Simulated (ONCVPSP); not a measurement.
iron, ONCV: configuration errors across variants

ONCVPSP 4.0.1 input, shortened (lines: element, Z, core and valence counts, functional; n l f; lmax; l rc ep ncon nbas qcut; lloc lpopt rc5 dvloc0; l nproj debl; icmod fcfact rcfact), PBE, scalar-relativistic:

```
  Fe 26.00    4    3        4      upf
    1    0    2.00
    2    0    2.00
    2    1    6.00
    3    0    2.00
    3    1    6.00
    3    2    6.00
    4    0    2.00
    3
    0    2.45    0.00    3    6    2.80
    1    1.20    0.00    4    9   13.50
    2    0.90    0.00    3    6   10.30
    3    2.20    0.04    5    8    5.60
    4    5    0.60    1.00
    0    2    2.00
    1    2    1.50
    2    2    1.60
    3    2    1.30
    3    2.00    1.50
```

In the p channel the program set the typed energies aside and used -2.207, 0.250 Ha.

All-electron excitation energies from the reference (eV): (1) 3p6 3d6 4s1 8.729; (2) 3p6 3d6 4s0 24.932; (3) 3p6 3d5 4s0 59.155; (4) 3p6 3d6 4s0 4p2 8.456.

2 further variants failed, have other tests or too few solved ones, and are left out.

A true bound ghost makes a file unfit for plane-wave use even where its test errors are small: the radial tests pick states by their node count and pass the ghost by.

Errors AE − PS in meV (a dash: test not solved or not reliable):

```tsv
change	(1)	(2)	(3)	(4)	bound ghosts	GHOST(+) flags above zero
base	-5.5	-32	+16	-28	s	s, f
f: rc 2.54	-5.5	-32	+16	-28	s, f	s
d: qcut 9.5	-5.4	-32	+11	-28	s	s, f
p: nproj 1	-5.4	-32	+17	+17	s	s, f
all radii but the core radius scaled by about 1.16 (s 2.84, p 1.40, d 1.04, f 2.56 bohr); local potential polynomial inside 0.70 bohr (lpopt 5, dvloc0 1 Ha)	-8.7	-62	-126	-47	s	s, f
local potential polynomial inside 0.80 bohr (lpopt 5, dvloc0 2 Ha)	-5.6	-32	+16	-29	s	f
local potential polynomial inside 0.60 bohr (lpopt 5, dvloc0 2.5 Ha)	-5.5	-32	+16	-28	s	s, f
```

Q: Give the same row for: core correction Teter function, fcfact 2, rcfact 1.82.

A: -5.6, -33, +16, -29; bound ghosts: s; GHOST(+) flags above zero: s, f.
